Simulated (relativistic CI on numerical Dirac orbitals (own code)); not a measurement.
Rh⁵⁺ (4d4) in a crystal field

Calculated by Dirac-Coulomb-Breit CI, KLI orbitals optimised for each configuration, model QED (radiative potential, 1s self-energy scaled to tabulated hydrogen-like ionisation energies), one configuration in a parametric crystal field, unscaled Slater integrals (own radial code). With so little scaling, terms lie 10 to 35 % too far apart, which can change the order of excited levels.

Field parameters in Wybourne normalisation: Td as Oh with Dq negative (B⁴₀ = 21Dq, B⁴₄ = √(5/14) B⁴₀). The field is a parameter set, without covalency.

S and J are read from ⟨S²⟩ = S(S + 1) and ⟨J²⟩ = J(J + 1) of each level; they are not fictitious spins.

Td, 10Dq = -3800 cm⁻¹, the lowest 10 levels:

```
E (cm⁻¹)  Degeneracy  Irrep     S     J
     0.0           1     A1  1.97  0.97
     526           3     T1  1.98  1.56
    1107           3     T2  1.99  2.22
    1893           2      E  1.99  2.61
    2308           3     T1  1.99  3.09
    3059           3     T2  1.99  3.54
    5864           1     A2  1.99  3.00
    6079           3     T2  1.99  3.38
    6246           2      E  1.98  3.61
    6338           3     T1  1.98  3.70
```

Td, 10Dq = -18950 cm⁻¹, the lowest 16 levels:

```tsv
E (cm⁻¹)	Degeneracy	Irrep	S	J
0.0	1	A1	0.92	3.85
2344	3	T1	1.91	2.34
2809	1	A1	1.59	3.06
2875	3	T2	1.96	2.41
4028	2	E	1.96	3.19
4275	3	T1	1.98	3.23
5119	3	T2	1.98	3.74
9740	3	T1	1.14	3.62
9904	2	E	1.03	3.87
10385	3	T2	1.06	4.01
10541	1	A1	1.03	3.65
13838	1	A2	1.00	3.89
14748	3	T2	1.02	4.27
15158	3	T1	0.90	4.50
16218	2	E	1.02	4.50
18894	3	T1	0.47	4.99
```

Td, 10Dq = -15900 cm⁻¹, the lowest 10 levels:

| E (cm⁻¹) | Degeneracy | Irrep | S | J |
| --- | --- | --- | --- | --- |
| 0.0 | 1 | A1 | 1.84 | 2.24 |
| 706 | 3 | T1 | 1.95 | 2.21 |
| 1135 | 3 | T2 | 1.98 | 2.36 |
| 2254 | 2 | E | 1.98 | 3.13 |
| 2459 | 3 | T1 | 1.99 | 3.22 |
| 3290 | 3 | T2 | 1.99 | 3.73 |
| 4505 | 1 | A1 | 0.69 | 4.16 |
| 10504 | 3 | T1 | 1.07 | 3.68 |
| 10818 | 2 | E | 1.01 | 3.90 |
| 11278 | 3 | T2 | 1.03 | 4.07 |

The free-ion ground term has S = 2. The field overcomes the spin-pairing energy for Td, 10Dq = -18950 cm⁻¹, where the ground state has lower spin; these fields are assumed values.

Levels of this model without a field, named by their leading LS term: 5D_0 0, 5D_1 628, 5D_2 1679, 5D_3 2994, 5D_4 4477, 3P_0 21805, 3H_4 22174, 3H_5 23628 cm⁻¹.
